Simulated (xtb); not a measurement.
C4H6OSe, SMILES C=C=COC[SeH]. All values are semi-empirical tight-binding results from xtb (GFN2-xTB unless named), good for trends rather than for accurate numbers. Coordinates come from a GFN2-xTB optimisation. This is a generated structure with no PubChem entry under its InChIKey; it may be hypothetical. Other conformers were not sampled.

```
Quantity                                         Result
----------------------------------------  -------------
orbital gap                                     3.89 eV
zero-point energy                         51.8 kcal/mol
G − E(el) at 298.15 K (modified RRHO)     30.7 kcal/mol
static polarisability (D4 model)             79.2 bohr³
solvation energy, GFN2-xTB/ALPB(water)    -2.8 kcal/mol
solvation energy, GFN2-xTB/ALPB(octanol)  -5.7 kcal/mol
```
